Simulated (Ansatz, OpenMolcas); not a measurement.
# Ansatz → OpenMolcas

Ansatz 0.2.0 runs this on BBrF2 (SMILES FB(F)Br):

run.yaml:
```yaml
basis:
  gaussian: {orbitals: aug-cc-pVDZ}
crystal:
  periodic: [false, false, false]
  atoms:
    - symbol: F
      position_ang: [-0.215650, -1.366490, -0.109870]
    - symbol: B
      position_ang: [-0.127940, -0.063330, -0.022770]
    - symbol: F
      position_ang: [-1.212420, 0.659630, -0.144250]
    - symbol: Br
      position_ang: [1.556010, 0.770190, 0.276890]
total_charge: 0
hamiltonian: {xc: {name: B3LYP}}
accuracy: high
output: {orbitals: {seedname: orbitals}}
```

```bash
$ ansatz run run.yaml --threads 1 --pin off --max-ram 3480MiB --events-out events.jsonl --progress --plain --runs-dir runs
```

The coordinates come from a PBE0-D4/def2-TZVP relaxation.

It gives a total energy of -2798.871795 Eh.

Question: How is this level of theory, on these atoms, set up in OpenMolcas 26.06 as an input file of the program's own, asking for the gradient?

Answer: This input was run:

run.inp:
```
>>> EXPORT MOLCAS_PRINT=2
&GATEWAY
BasLib=$CurrDir
Coord
4
angstrom
F       -0.215650      -1.366490      -0.109870
B       -0.127940      -0.063330      -0.022770
F       -1.212420       0.659630      -0.144250
Br       1.556010       0.770190       0.276890
Basis=aug-cc-pVDZ
Group=NoSym
&SEWARD
GridInput
Grid=UltraFine
End of Grid
&SCF
KSDFT=B3LYP
Thresholds=1e-10 1e-07 1e-07 1e-05
PrOrbitals=0
&ALASKA
```

```bash
$ export MOLCAS_MEM=1860
$ pymolcas run.inp > run.log
```

(Basis files named in the input come from the Basis Set Exchange and aren't shown.)

Its energy is -2798.871788 Eh, 0.007 mEh from the first.
